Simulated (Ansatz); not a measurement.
Consider the cleavage of the Si–As bond: `C[SiH]([SiH3])[AsH2]` + `[NH2][AlH2]` → `C[SiH]([SiH3])[NH][AlH2]` + `[AsH3]`.

Program: Ansatz. Geometries: PBE0-D4/def2-TZVP. ΔE: electronic, gas phase. CCSD(T)/CBS adds triple-zeta CCSD(T) − MP2 to the extrapolated MP2 energy (def2 sets, frozen cores). This one scheme is used for every species. DFT in def2-TZVPP. B3LYP here is the variant with VWN-RPA as its local correlation; programs differ in this. For As outer-core shells are correlated without core-valence functions, which leaves a few kJ/mol of doubt a bond. Scalar relativity is left out up to krypton. One conformer a species, not always the lowest.

| level | ΔE (kJ/mol) |
| --- | --- |
| PBE-D4 | -5.9 |
| B3LYP-D4 | -17.8 |
| MP2/def2-QZVPP | -14.8 |
| CCSD/CBS(def2) | -17.3 |

(1) What does CCSD(T)/CBS give? (Best estimate.)

Largest T1 diagnostic among the species: 0.012.

Answers

(1) Ansatz gave: -15.8 kJ/mol. The listed levels differ from it by 9.9, -2.0, 1.0, -1.5 kJ/mol.

In def2-TZVPP, CCSD(T) changes the Hartree–Fock value by +9.6 kJ/mol (the triples alone add +1.5 kJ/mol) and MP2 by +12.7 kJ/mol.
